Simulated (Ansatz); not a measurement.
Molecule: C4H10Be, charge 0, multiplicity 1. 
Geometry from a B3LYP-D3(BJ)/def2-TZVP (Ansatz, a first-principles code) optimisation:
SMILES: C[CH2][Be][CH2]C
```xyz
15

Be     0.0000     0.0000     0.0000
C     -0.2735    -0.5904     1.5565
C      0.0569    -2.0805     1.7789
H     -1.3238    -0.4103     1.8228
H      0.3000     0.0165     2.2700
H     -0.1422    -2.3993     2.8058
H     -0.5320    -2.7259     1.1225
H      1.1088    -2.2946     1.5745
C      0.2735     0.5904    -1.5565
C     -0.0569     2.0805    -1.7789
H     -0.3000    -0.0165    -2.2700
H      1.3238     0.4103    -1.8228
H      0.1422     2.3993    -2.8058
H     -1.1088     2.2946    -1.5745
H      0.5320     2.7259    -1.1225
```
Charge 0, spin multiplicity 1.

Quantity: atomisation energy (electronic, to ground-state atoms), in eV. Cores are frozen in the correlated levels unless marked. Open shells are spin-unrestricted. No spin-orbit coupling. No relativistic terms. The coupled-cluster limit lacks core correlation, which all-electron functionals hold. Basis-set limits of correlation are two-point, X^-3; Hartree-Fock from the larger set.

```
level        program  atomisation energy (eV)
-----------  -------  -----------------------
HF/def2-SVP   Ansatz                    45.43
```

Task: Estimate the value at CCSD(T)/CBS(def2-TZVPPD,def2-QZVPPD) as computed with Ansatz.

Result: 58.02 eV
